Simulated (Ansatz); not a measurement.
Geometry optimisation, RKS PBE-D4/6-31G* in Ansatz 0.2.0.

input.yaml

```yaml
crystal:
  periodic: [false, false, false]
  atoms:
    - { symbol: B, position_ang: [0.0, 0.0, 0.0] }
    - { symbol: "N", position_ang: [0.0, 0.0, 1.9] }
    - { symbol: H, position_ang: [-0.877, -0.2713, 2.43] }
    - { symbol: H, position_ang: [0.877, 0.2713, 2.43] }
    - { symbol: Cl, position_ang: [1.6108, 0.0, -0.93] }
    - { symbol: Cl, position_ang: [-1.6108, 0.0, -0.93] }
    - { symbol: Si, position_ang: [-0.6546, 2.0324, 0.7095] }
    - { symbol: H, position_ang: [-1.9991, 2.3119, 0.2137] }
    - { symbol: H, position_ang: [-0.6593, 2.0609, 2.1692] }
    - { symbol: H, position_ang: [0.2691, 3.045, 0.2066] }
    - { symbol: H, position_ang: [-0.3499, 1.0863, 1.7779] }
basis:
  gaussian: { orbitals: "6-31G*" }
hamiltonian:
  xc: pbe
  dispersion: d4
relax:
  f_tol: 0.15
  max_steps: 25
  restrain:
    - { distance: [0, 6], at: 1.95, k: 30.0 }
    - { distance: [10, 1], at: 1.06, k: 30.0 }
    - { distance: [0, 1], at: 2.75, k: 30.0 }
    - { distance: [10, 6], at: 2.66, k: 30.0 }
```

Launched with:

```bash
$ ansatz run input.yaml --threads 2 --pin off --max-ram 3072MiB --backend cpu --events-out ev --progress --plain --runs-dir out
```

Q: Where does it end, and by what steps?

A: The run converged. The restraints hold the end off the free minimum; the threshold counts their pulls, which the force column leaves out. Restrained pairs: B1–Si7 (2.25 → 1.97 Å), N2–H11 (1.15 → 1.04 Å), B1–N2 (1.90 → 2.73 Å), Si7–H11 (1.46 → 2.67 Å). After 13 steps the energy has fallen by 4.986 eV (the restraints' own energy left out); H9 moved furthest, 1.40 Å.

```json
{"step": "0", "energy less start (eV)": "0.0000", "largest force component (eV/Å)": "6.397", "accepted": "yes"}
{"step": "1", "energy less start (eV)": "-1.5413", "largest force component (eV/Å)": "4.091", "accepted": "yes"}
{"step": "2", "energy less start (eV)": "-1.7262", "largest force component (eV/Å)": "3.218", "accepted": "yes"}
{"step": "3", "energy less start (eV)": "-2.1853", "largest force component (eV/Å)": "3.388", "accepted": "yes"}
{"step": "4", "energy less start (eV)": "-3.6448", "largest force component (eV/Å)": "2.721", "accepted": "yes"}
{"step": "5", "energy less start (eV)": "-4.5408", "largest force component (eV/Å)": "1.166", "accepted": "yes"}
{"step": "6", "energy less start (eV)": "-4.7981", "largest force component (eV/Å)": "1.019", "accepted": "yes"}
{"step": "7", "energy less start (eV)": "-4.8514", "largest force component (eV/Å)": "1.038", "accepted": "yes"}
{"step": "8", "energy less start (eV)": "-4.8562", "largest force component (eV/Å)": "1.160", "accepted": "yes"}
{"step": "9", "energy less start (eV)": "-4.8582", "largest force component (eV/Å)": "1.317", "accepted": "yes"}
{"step": "10", "energy less start (eV)": "-4.9209", "largest force component (eV/Å)": "0.945", "accepted": "yes"}
{"step": "11", "energy less start (eV)": "-4.9519", "largest force component (eV/Å)": "0.881", "accepted": "yes"}
{"step": "12", "energy less start (eV)": "-4.9699", "largest force component (eV/Å)": "0.836", "accepted": "yes"}
{"step": "13", "energy less start (eV)": "-4.9858", "largest force component (eV/Å)": "0.692", "accepted": "yes"}
```

```xyz
11
Properties=species:S:1:pos:R:3
B 0.004 0.565 -0.444
N -0.325 -0.017 2.207
H -1.066 -0.679 2.458
H 0.561 -0.376 2.576
Cl 1.720 0.140 -0.636
Cl -1.198 -0.482 -1.222
Si -0.529 2.258 0.414
H -1.916 2.183 0.989
H 0.413 2.667 1.512
H -0.533 3.399 -0.574
H -0.524 0.879 2.698
```

Time of the run: 18 s on 2 threads of Intel(R) Xeon(R) 6975P-C (Granite Rapids) (shared host), peak memory 0.17 GiB.
